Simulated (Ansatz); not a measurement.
A search over several starts for the lowest SCF solution of Li10 (started as a model of: Li10 tetrahedron) at the given spin, in a small basis.

```yaml
crystal:
  periodic: [false, false, false]
  atoms:
    - {symbol: Li, position_ang: [-2.395879, -2.101818, -2.113430]}
    - {symbol: Li, position_ang: [0.069372, -0.092785, -2.116579]}
    - {symbol: Li, position_ang: [2.225213, 2.056949, -2.040815]}
    - {symbol: Li, position_ang: [0.072290, -2.117243, -0.103793]}
    - {symbol: Li, position_ang: [1.972471, 0.006470, 0.005043]}
    - {symbol: Li, position_ang: [2.230738, -2.048695, 2.045229]}
    - {symbol: Li, position_ang: [-1.996615, -0.000177, 0.002739]}
    - {symbol: Li, position_ang: [0.068774, 2.122339, 0.112182]}
    - {symbol: Li, position_ang: [0.071325, 0.099345, 2.123307]}
    - {symbol: Li, position_ang: [-2.400689, 2.099416, 2.115615]}
basis:
  gaussian: {orbitals: def2-SVP, initial_orbitals: start.molden}
magnetization: {spin_polarized: true, initial_magnetization: 2}
hamiltonian: {xc: pbe0}
output: {orbitals: {seedname: orbitals}}
```

The file start.molden holds the orbitals of an earlier run on this structure, at another level or in another basis.

```sh
$ ansatz run in.yaml --threads 4 --pin off --events-out ev --progress --plain --max-ram 3916MiB
```

Shortened log:

```
Functional definition: PBE0
  name "PBE0"
  cite "Adamo & Barone, J. Chem. Phys. 110, 6158 (1999) doi:10.1063/1.478522"
  cite "Perdew, Burke & Ernzerhof, Phys. Rev. Lett. 77, 3865 (1996) doi:10.1103/PhysRevLett.77.3865"
  parent pbe
  parameter a = 0.25
  parameter kappa = 0.804
  parameter beta = 0.06672455060314922
  exchange = (1 - a)*pbe_x(kappa = kappa, mu = beta*pi^2/3) + a*exact_x
  correlation = pbe_c(beta = beta)
1290 factors; integrals over basis functions are off by at most 1.0e-4 eV
mean field evaluation 1: about -2038.2396 eV, gradient 2.2e0 eV
mean field evaluation 2: about -2038.3324 eV, gradient 1.4e-1 eV
mean field evaluation 4: about -2038.7526 eV, gradient 6.5e-2 eV
mean field evaluation 8: about -2038.7534 eV, gradient 6.4e-5 eV
mean field evaluation 16: about -2038.7534 eV, gradient 3.3e-5 eV
mean field evaluation 32: about -2038.7519 eV, gradient 7.6e-2 eV
mean field evaluation 64: about -2038.7534 eV, gradient 1.1e-5 eV
mean field evaluation 96: about -2038.7454 eV, gradient 2.9e-1 eV
mean field evaluation 128: about -2037.7020 eV, gradient 5.4e-1 eV
mean field evaluation 160: about -2038.6650 eV, gradient 5.5e-1 eV
mean field -2038.75338989 eV, -74.9228051619 hartree, gradient 9.0e-6 eV, S^2 2.097822; 11 other end points of the search recorded, 0 dependent functions left out
reference -2038.75344137 eV, -74.9228070537 hartree; 16, 14 occupied and 74, 76 virtual orbitals, 1290 factors
Total energy: -2038.75344137 eV, -74.9228070537 hartree
```

It took 23 s on 4 threads of Arm Neoverse V1 on a shared host.
